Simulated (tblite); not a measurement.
C4H9F3Si.
Atom-mapped SMILES: `[CH3:1][C@H:2]([CH2:3][F:4])[CH2:5][SiH:6]([F:7])[F:8]` (hydrogens: H9, H10, H11 on C1; H12 on C2; H13, H14 on C3; H15, H16 on C5; H17 on Si6)

Computed with GFN2-xTB (tblite), gas phase: L-BFGS steps from a force-field or distance-geometry start until the largest atomic force falls under 0.01 eV/Å.

Step 6: E = -795.0254 eV
```
atom  x, y, z in Å  |  force x, y, z in eV/Å
C1     -2.0321    0.0965    0.0106   -0.021  -0.022  -0.009
C2     -0.5642   -0.1918   -0.2896    0.030  -0.084  -0.016
C3     -0.2411   -1.6272    0.1122   -0.036  -0.033   0.053
F4      1.0424   -1.9732   -0.2338    0.090   0.042  -0.075
C5      0.3340    0.8197    0.4271   -0.068  -0.027   0.046
Si6     2.1177    0.9011   -0.1642    0.153  -0.048  -0.006
F7      2.1305    1.2709   -1.7192    0.008   0.002  -0.083
F8      2.7684    2.2112    0.4904    0.032   0.076   0.011
H9     -2.2859    1.0991   -0.3260   -0.038  -0.037   0.021
H10    -2.6795   -0.6129   -0.5014   -0.002   0.023   0.034
H11    -2.2175    0.0317    1.0816   -0.026  -0.001  -0.035
H12    -0.3978   -0.1178   -1.3654   -0.005   0.075  -0.134
H13    -0.3112   -1.7732    1.1928   -0.043   0.034   0.102
H14    -0.8951   -2.3405   -0.3986   -0.049   0.017  -0.010
H15     0.3316    0.6049    1.4952   -0.131   0.017   0.111
H16    -0.1104    1.8114    0.3036    0.006   0.008   0.026
H17     3.0032   -0.1978    0.0933    0.100  -0.043  -0.036
```

Step 7: E = -795.0288 eV
```
atom  x, y, z in Å  |  force x, y, z in eV/Å
C1     -2.0320    0.0959    0.0104   -0.032  -0.020  -0.008
C2     -0.5637   -0.1940   -0.2908   -0.011  -0.006  -0.014
C3     -0.2402   -1.6283    0.1134   -0.036   0.005   0.024
F4      1.0436   -1.9731   -0.2344    0.064   0.034  -0.059
C5      0.3297    0.8189    0.4298    0.044  -0.022   0.022
Si6     2.1175    0.8967   -0.1629    0.184  -0.029  -0.014
F7      2.1336    1.2731   -1.7189   -0.007  -0.031  -0.014
F8      2.7688    2.2118    0.4857    0.009   0.028   0.006
H9     -2.2881    1.0990   -0.3256   -0.017  -0.060   0.022
H10    -2.6798   -0.6131   -0.5011   -0.010   0.016   0.030
H11    -2.2181    0.0317    1.0819   -0.015  -0.005  -0.052
H12    -0.3972   -0.1144   -1.3680   -0.008   0.044  -0.072
H13    -0.3105   -1.7703    1.1954   -0.037   0.019   0.063
H14    -0.8965   -2.3377   -0.3996   -0.036  -0.012   0.011
H15     0.3247    0.6042    1.4988   -0.126   0.023   0.077
H16    -0.1124    1.8120    0.3038    0.014  -0.018   0.027
H17     3.0135   -0.2006    0.0908    0.020   0.033  -0.049
```

**Question.** Estimate the geometry and energy of step 8. (The exact step hangs on the optimiser's Hessian estimate; all steps are aligned on step 7, rigid shifts and turns removed.)

**Answer.** E = -795.0309 eV, largest force 0.124 eV/Å
```
atom  x, y, z in Å  |  force x, y, z in eV/Å
C1     -2.0321    0.0951    0.0100   -0.019  -0.016  -0.007
C2     -0.5634   -0.1955   -0.2922   -0.020   0.051  -0.009
C3     -0.2400   -1.6293    0.1147   -0.016   0.031  -0.007
F4      1.0453   -1.9720   -0.2360    0.007   0.029  -0.027
C5      0.3283    0.8179    0.4319    0.104  -0.016   0.007
Si6     2.1205    0.8943   -0.1626    0.124  -0.005  -0.004
F7      2.1351    1.2737   -1.7195   -0.012  -0.048   0.031
F8      2.7694    2.2132    0.4835    0.000  -0.002  -0.001
H9     -2.2898    1.0980   -0.3250   -0.008  -0.051   0.013
H10    -2.6804   -0.6130   -0.5003   -0.024  -0.005   0.014
H11    -2.2190    0.0315    1.0811   -0.007  -0.010  -0.040
H12    -0.3971   -0.1114   -1.3710   -0.010   0.017  -0.003
H13    -0.3110   -1.7682    1.1983   -0.021   0.011   0.008
H14    -0.8980   -2.3363   -0.3999   -0.013  -0.026   0.030
H15     0.3182    0.6043    1.5025   -0.108   0.024   0.026
H16    -0.1131    1.8121    0.3045    0.029  -0.041   0.022
H17     3.0202   -0.2024    0.0886   -0.005   0.059  -0.052
```

The energy changes by -0.0021 eV. The first-order estimate −F·Δx gives -0.0030 eV and the mean of the old and new forces, exact on a quadratic surface, -0.0021 eV. The step makes an angle of 48° with the force vector and moves no atom by more than 0.007 Å.

What follows is the cost of the whole relaxation. The run took 0.86 s of wall time on one thread, Arm Neoverse N1 (aarch64), no GPU, on a shared host.
